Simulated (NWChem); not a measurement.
System: SiCl3F; SMILES [Si](Cl)(Cl)(F)Cl

NWChem input:

```
start job
memory heap 200 mb stack 900 mb global 1100 mb
geometry units angstroms noautoz
  F      0.000000     0.000000     1.856268
  Si     0.000000     0.000000     0.237486
  Cl     1.780678     0.767369    -0.406819
  Cl    -1.554900     1.158428    -0.406819
  Cl    -0.225778    -1.925797    -0.406819
end
basis spherical
  * library def2-svp
end
dft
  xc m06-l
  iterations 150
  mulliken
end
task dft energy
```

Coordinates come from a PBE-D3(BJ)/def2-SVP optimisation.

Q: What results follow from this input? (M06-L/def2-SVP.) Quantities: energy (Ha); highest occupied level (eV); orbital gap (eV); dipole (D).

A: 
```json
{
 "energy (Ha)": "-1769.55",
 "highest occupied level (eV)": "-8.58",
 "orbital gap (eV)": "7.31",
 "dipole (D)": "0.54"
}
```
